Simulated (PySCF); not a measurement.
# Radial density of S³⁺ (sulfur, charge +3)

r2SCANh, [Ne] 3s2 3p1, 2P determinant. All numbers are calculated (PySCF 2.14, scalar relativity by spin-free X2C-1e, in x2c-TZVPPall (5s5p3d1f, 42 functions)).

```json
{"r (bohr)": "0.00170", "4πr²ρ (e/bohr)": "0.1070", "4πr²(ρα − ρβ)": "0.0000"}
{"r (bohr)": "0.00286", "4πr²ρ (e/bohr)": "0.2865", "4πr²(ρα − ρβ)": "0.0000"}
{"r (bohr)": "0.00480", "4πr²ρ (e/bohr)": "0.7331", "4πr²(ρα − ρβ)": "0.0000"}
{"r (bohr)": "0.00808", "4πr²ρ (e/bohr)": "1.819", "4πr²(ρα − ρβ)": "0.0000"}
{"r (bohr)": "0.0136", "4πr²ρ (e/bohr)": "4.216", "4πr²(ρα − ρβ)": "0.0002"}
{"r (bohr)": "0.0229", "4πr²ρ (e/bohr)": "8.725", "4πr²(ρα − ρβ)": "0.0006"}
{"r (bohr)": "0.0385", "4πr²ρ (e/bohr)": "14.84", "4πr²(ρα − ρβ)": "0.0030"}
{"r (bohr)": "0.0647", "4πr²ρ (e/bohr)": "18.39", "4πr²(ρα − ρβ)": "0.0138"}
{"r (bohr)": "0.109", "4πr²ρ (e/bohr)": "14.83", "4πr²(ρα − ρβ)": "0.0540"}
{"r (bohr)": "0.183", "4πr²ρ (e/bohr)": "12.18", "4πr²(ρα − ρβ)": "0.1396"}
{"r (bohr)": "0.308", "4πr²ρ (e/bohr)": "17.35", "4πr²(ρα − ρβ)": "0.1610"}
{"r (bohr)": "0.518", "4πr²ρ (e/bohr)": "12.18", "4πr²(ρα − ρβ)": "0.0026"}
{"r (bohr)": "0.871", "4πr²ρ (e/bohr)": "3.064", "4πr²(ρα − ρβ)": "0.2522"}
{"r (bohr)": "1.47", "4πr²ρ (e/bohr)": "2.343", "4πr²(ρα − ρβ)": "0.7117"}
{"r (bohr)": "2.46", "4πr²ρ (e/bohr)": "0.5393", "4πr²(ρα − ρβ)": "0.2326"}
{"r (bohr)": "4.14", "4πr²ρ (e/bohr)": "0.007572", "4πr²(ρα − ρβ)": "0.0036"}
```

Densities and radii are taken from the X2C orbitals without a picture-change correction, which distorts them close to the nucleus.
